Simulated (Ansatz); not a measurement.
## Isomers of NbNH3ClO2

2 of its isomers, all singlets with charge 0: A = `[NH]=[Nb]([OH])([OH])[Cl]`; B = `[NH2][Nb](=[O])([OH])[Cl]`.

Shapes, held fixed at every level: PBE0-D4/def2-TZVP. Flexible molecules stand in one conformer, not always the lowest. Programs: Ansatz 0.2.0.

Electronic energies in kJ/mol, without zero-point or thermal terms.

| level | kind | B − A |
| --- | --- | --- |
| SPW92/def2-TZVPP | LDA | -81.0 |
| PBE0-D4/def2-TZVPP | global hybrid | -81.7 |
| wB97M-V/def2-TZVPP | range-separated hybrid | -80.5 |
| wB97X-V/def2-TZVPP | range-separated hybrid | -84.8 |
| B2PLYP/def2-TZVPP | double hybrid | -85.9 |
| CCSD/def2-SVP | coupled cluster or CI | -81.5 |
| CCSD(T)/def2-TZVPP | coupled cluster or CI | -80.8 |

The highest level, CCSD(T)/def2-TZVPP, puts B lowest of these. All levels agree on that. The B − A difference spans -85.9 to -80.5 kJ/mol over the levels. For atoms past krypton def2 sets carry core potentials with scalar relativity. Outer-core shells of Nb are correlated, in sets that cover them unevenly.
